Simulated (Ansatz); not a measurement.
PBE exchange is replaced step by step with exact exchange (0 % is PBE, 25 % PBE0; no dispersion term), basis def2-TZVP, Ansatz. System: Mg₂Br₂⁺. The state is a doublet with charge 1. Geometry: r2SCAN-D4/def2-SVP, each spin state at its own.

Geometry of the doublet:

Cartesian coordinates in Å:
```
Mg -1.057 0.312 -1.313
Mg 1.055 -0.309 1.317
Br 1.097 1.409 -0.549
Br -1.095 -1.413 0.545
```

In the quartet, Br3 and Br4 lie 2.95 Å apart (atoms count from 1), so these atoms are partly bonded to each other. The structure comes from a short search, and lower isomers may exist.

HOMO and LUMO are taken over both spins.

| exact exchange (%) | HOMO (eV) | LUMO (eV) | gap (eV) | ⟨S²⟩ | quartet − doublet (kJ/mol) |
| --- | --- | --- | --- | --- | --- |
| 0 | -8.89 | -8.33 | 0.56 | 0.753 | 287.8 |
| 5 | -8.98 | -8.24 | 0.73 | 0.753 | 288.8 |
| 10 | -9.06 | -8.16 | 0.90 | 0.754 | 289.8 |
| 15 | -9.15 | -8.08 | 1.07 | 0.754 | 290.7 |
| 25 | -9.32 | -7.91 | 1.41 | 0.755 | 292.5 |
| 50 | -9.73 | -7.50 | 2.23 | 0.758 | 296.3 |

Fit a straight line to the column «quartet − doublet (kJ/mol)» against the share of exact exchange and predict its value at 35 %.

With x = exact exchange (%) and y = quartet − doublet (kJ/mol): mean x = 17.5, mean y = 291; Σ(x − x̄)(y − ȳ) = 276.8, Σ(x − x̄)² = 1638; slope b = 0.169, intercept a = ȳ − b·x̄ = 288. The residuals of the fitted rows reach 0.3. At x = 35 the line gives 288 + (0.169 × 35) = 293.9; the run gave 294.1, 0.2 more than the line.
